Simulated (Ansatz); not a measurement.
`C[O][GaH][CH3]` + CH₃OH → `C[O][GaH][O]C` + CH₄ at 500 K and 1 bar (ligand exchange at a Ga–C bond).

Gas-phase electronic energies from Ansatz, PBE0-D4/def2-TZVP geometries. CCSD(T)/CBS is the MP2 limit (def2-TZVPP, def2-QZVPP) plus CCSD(T) − MP2 in def2-TZVPP, frozen cores. This one scheme is used for every species. For Ga outer-core shells are correlated without core-valence functions, which leaves a few kJ/mol of doubt a bond. Scalar relativity is left out up to krypton. Each species was taken in one conformer, which may not be the lowest.

| species | CCSD(T)/CBS energy (Eh) | H − E (kJ/mol) | S (J/(mol·K)) |
| --- | --- | --- | --- |
| `C[O][GaH][CH3]` | -2079.44369 | 267.1 | 417.7 |
| CH₃OH | -115.61712 | 157.0 | 265.4 |
| `C[O][GaH][O]C` | -2154.62574 | 288.4 | 450.8 |
| CH₄ | -40.46206 | 135.6 | 206.8 |

H − E and S are ideal-gas, rigid-rotor, harmonic terms from PBE0-D4/def2-TZVP, for one conformer and one mirror image of each species. 1 Eh = 2625.50 kJ/mol, R = 8.31446 J/(mol·K).

Question: By hand: ΔE, ΔH, ΔS and ΔG.

Answer: ΔE = (-2154.62574) + (-40.46206) − (-2079.44369) − (-115.61712) = -0.02699 Eh = -70.9 kJ/mol. Δ(H − E) = 288.4 + 135.6 − 267.1 − 157.0 = -0.1, so ΔH = -71.0 kJ/mol. ΔS = 450.8 + 206.8 − 417.7 − 265.4 = -25.5 J/(mol·K). ΔG = -71.0 − 500 × (-25.5)/1000 = -58.2 kJ/mol.

Question: By hand: the equilibrium constant, and the temperature at which ΔG would vanish if ΔH and ΔS stayed fixed.

Answer: log₁₀ K = −ΔG/(RT ln 10) = 6.1. ΔG = 0 at ΔH/ΔS = 2784 K, far beyond where these terms or the molecules hold.

ΔH outweighs TΔS. A doubt of 5 kJ/mol in ΔE shifts log₁₀ K by 0.5 here. Other conformers and mirror images would add mixing entropy, several J/(mol·K) or more a flexible species. Modes under 60 cm⁻¹, often nearly free rotors, make the harmonic entropy too high. These are equilibria of isolated gas molecules and say nothing of rates. Largest T1 diagnostic: 0.014 (customary marks: 0.02 for closed shells, 0.045 for open ones).
